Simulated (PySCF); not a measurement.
Input for PySCF: R-B3LYP/3-21G on C3H10Si (a complex), monomers drawn apart or pushed together.

```python
from pyscf import gto, scf, dft, mp
from pyscf.data.elements import chemcore

mol = gto.M(
    atom='''
    C     0.49074101   -0.01534055    0.01815899
    C    -0.80890597    0.21795925    0.12473274
    H     1.21802277    0.54424305    0.59331307
    H     0.88058685   -0.77579937   -0.64766258
    H    -1.53757281   -0.34111743   -0.44987396
    H    -1.19579271    0.97847724    0.79194922
    C    -0.72479034   -1.04264315    4.27063190
    Si    0.56873638    0.31031288    4.36146390
    H    -1.67892411   -0.69628228    4.67220026
    H    -0.41339666   -1.91618034    4.84635682
    H    -0.88013140   -1.35065447    3.23605880
    H     0.13780498    1.50782015    3.59901356
    H     1.86060113   -0.15388050    3.80006221
    H     0.79786946    0.72177914    5.76890084
    ''',
    basis='3-21g',
    charge=0, spin=0, verbose=3, max_memory=1800)
mf = dft.RKS(mol, xc='b3lyp')
mf.conv_tol = 1e-8
mf.max_cycle = 100
mf.kernel()
if not mf.converged:
    mf = mf.newton().run(mf.mo_coeff, mf.mo_occ)
```

It printed:

```
converged SCF energy = -407.625321554232
```

The run converged.

Cost: roughly 4 core-seconds.
